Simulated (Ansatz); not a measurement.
`B[SiH2]N[SiH2]F` + HCl → `F[SiH2]N[SiH2]Cl` + BH₃  (cleavage of the Si–B bond)

Program: Ansatz. Geometries: PBE0-D4/def2-TZVP. ΔE: electronic, gas phase. CBS: MP2 limit from def2 TZ/QZ plus the TZ coupled-cluster correction, frozen cores. This one scheme is used for every species. DFT in def2-TZVPP. B3LYP here is the variant with VWN-RPA as its local correlation; programs differ in this. HSE06 is defined as in plane-wave codes. One conformer a species, not always the lowest.

Is it downhill or uphill in electronic energy at CCSD(T)/CBS, and by how much? (Best estimate.)

The calculation gave: Downhill: ΔE = -1.38 eV.

What do these levels give: LDA (SPW92), PBE-D4, B97M-V, r2SCANh-D4, HSE06-D4, CAM-B3LYP-D4, B2PLYP, PBE, B3LYP, HF/def2-SVP, CCSD/def2-TZVPP, MP2/def2-QZVPP? (Best estimate.)

Computed: LDA (SPW92) -0.98, PBE-D4 -1.18, B97M-V -1.29, r2SCANh-D4 -1.32, HSE06-D4 -1.27, CAM-B3LYP-D4 -1.37, B2PLYP -1.44, PBE -1.20, B3LYP -1.42, HF/def2-SVP -1.55, CCSD/def2-TZVPP -1.38, MP2/def2-QZVPP -1.48 eV.

Largest T1 diagnostic among the species: 0.012.

At CCSD(T), def2-SVP lies +0.19 eV from the extrapolated value and def2-TZVPP +0.04 eV. From r2SCAN to r2SCAN0 (25 % exact exchange), in def2-TZVPP and without D4, ΔE moves by −0.05 eV.
